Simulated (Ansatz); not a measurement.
In₅Sb₄Cl₃, a halide-capped cluster cut from zinc blende InSb (3 Cl on the cations), relaxed as a singlet with RKS r2SCAN-D4/def2-SVP in Ansatz, starting from the GFN1-xTB geometry. Force threshold 0.03 eV/Å.

In the def2 sets In, Sb take a core potential; there is no spin–orbit coupling.

Start:

```xyz
12

In    0.2081   -0.6621    2.0621
In    2.0836   -0.5132   -0.3475
In   -1.2984   -1.3966   -1.1217
In   -1.8804    1.3276    0.6160
In    0.0781    1.5083   -1.8667
Sb    0.6098   -2.9262    0.2975
Sb   -0.4630    1.9029    2.9567
Sb    2.6241    2.1713   -0.9230
Sb   -2.7377    0.8548   -2.1242
Cl    2.9184   -0.4084    2.2711
Cl   -2.8162   -1.0745    1.2705
Cl    0.6736   -0.7838   -3.0908
```

Problem. Estimate the energy that the relaxation releases and the steps that it takes.

Solution. 0.97 eV, in 8 steps; 45 s on 2 threads of AMD EPYC 7R13 on a shared host and a share (18 GiB) of an NVIDIA H100 80GB HBM3. The force fell under the threshold at step 7, but the optimiser went on. No frequencies were taken in this run, so the end may be a saddle point.

Problem. Does the start keep its bonding and symmetry?

Solution. By distances, no bond broke or formed, bridged metal pairs apart. The bond that changes most is In3–Cl11, from 2.85 to 2.77 Å (atoms count from 1). Metal–metal contacts that move far: In4–In5 3.17 to 4.15 Å. Point group Cs at the start, Cs at the end, both within 0.05 Å.

Problem. Predict the relaxed structure.

Solution. 
```xyz
12

In    0.271   -0.636    2.326
In    2.364   -0.468   -0.325
In   -1.273   -1.286   -1.095
In   -2.247    1.245    0.957
In    0.331    1.469   -2.290
Sb    0.682   -2.649    0.365
Sb   -0.827    1.689    3.239
Sb    2.842    2.003   -1.380
Sb   -2.464    1.160   -1.877
Cl    2.902   -0.285    2.280
Cl   -3.008   -1.269    1.058
Cl    0.429   -0.971   -3.259
```
Bond lengths (bridged metal pairs left out): 10 × In–Sb 2.72 to 2.84 Å; 6 × Cl–In 2.63 to 2.77 Å.
